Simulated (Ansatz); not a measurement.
Relaxation of C2H8N2Si (13 atoms, charge 0, multiplicity 1), to a largest force component of 0.015 eV/Å in at most 40 steps.

These are results of RKS PBE-D4/def2-SVP in Ansatz 0.2.0, not measurements.

```xyz
13
Properties=species:S:1:pos:R:3:forces:R:3
N -1.069 1.745 0.273 -1.87 5.17 0.36
C -0.542 0.551 0.297 3.43 -2.69 -1.77
N -0.994 -0.245 1.300 2.66 -0.47 0.13
C 0.445 0.223 -0.628 -1.45 -1.50 1.70
Si 1.333 -1.337 -0.838 -0.73 0.36 0.50
H -1.272 2.145 1.206 -0.14 -0.15 -0.29
H -0.554 2.467 -0.273 -0.42 -0.74 0.23
H -1.897 -0.033 1.522 -3.59 0.53 1.13
H -0.830 -1.221 1.177 0.23 -1.12 -0.09
H 0.628 0.925 -1.378 0.50 1.80 -1.43
H 1.500 -1.623 -2.243 0.24 -0.42 -1.19
H 0.644 -2.470 -0.174 -0.22 -0.51 0.26
H 2.627 -1.161 -0.225 1.36 -0.27 0.47
```

Q: Where does it end, and by what steps?

A: The run converged. After 9 steps the energy has fallen by 0.724 eV; H10 moved furthest, 0.36 Å.

| step | energy less start (eV) | largest force component (eV/Å) | accepted |
| --- | --- | --- | --- |
| 0 | 0.0000 | 5.171 | yes |
| 1 | -0.6339 | 1.597 | yes |
| 2 | -0.7009 | 0.365 | yes |
| 3 | -0.6933 | 0.270 | no |
| 4 | -0.7166 | 0.265 | yes |
| 5 | -0.7220 | 0.100 | yes |
| 6 | -0.7223 | 0.086 | yes |
| 7 | -0.7235 | 0.032 | yes |
| 8 | -0.7231 | 0.037 | no |
| 9 | -0.7236 | 0.005 | yes |

```xyz
13
Properties=species:S:1:pos:R:3
N -1.186 1.814 0.271
C -0.485 0.609 0.292
N -0.928 -0.234 1.307
C 0.520 0.305 -0.600
Si 1.305 -1.348 -0.835
H -1.375 2.210 1.197
H -0.811 2.508 -0.377
H -1.946 -0.247 1.421
H -0.538 -1.179 1.266
H 0.873 1.139 -1.230
H 1.407 -1.734 -2.291
H 0.480 -2.409 -0.135
H 2.704 -1.470 -0.272
```

Whether the end is a true minimum wasn't checked by a vibrational analysis.

Run time: 26 s on 2 threads of Arm Neoverse V1 (shared host), peak memory 0.15 GiB.
